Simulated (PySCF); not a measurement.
CBr3, charge +1, multiplicity 1. Atoms are numbered in the order given.

```xyz
4

Br    -1.8176     0.0000     0.0000
C      0.0000     0.0000     0.0000
Br     0.9088    -1.5741     0.0000
Br     0.9088     1.5741     0.0000
```
Charge +1, spin multiplicity 1.

The structure is a stationary point at TPSSh-D3(BJ)/def2-SVP. The multiplicity is an assumed one; no other spin state was optimised. The isomer is the one that the SMILES or the coordinates give; other isomers of the formula were not compared.

All values below come from HF/pcSseg-1 run with PySCF.

GIAO shieldings, no solvent; atoms alike by connectivity are averaged. δ = σ(ref) − σ: ¹³C against TMS (σ = 192.6 ppm), references at their B3LYP-D3(BJ)/def2-TZVP geometries, non-relativistic (without spin–orbit terms, shifts of atoms bonded to Cl or Br come out too high).

Question: Estimate the chemical shifts. (The exact figures need the calculation; the answer reports its results.)

Answer: 
```csv
nucleus,atoms,count,δ (ppm)
¹³C,C2,1,383.4
```
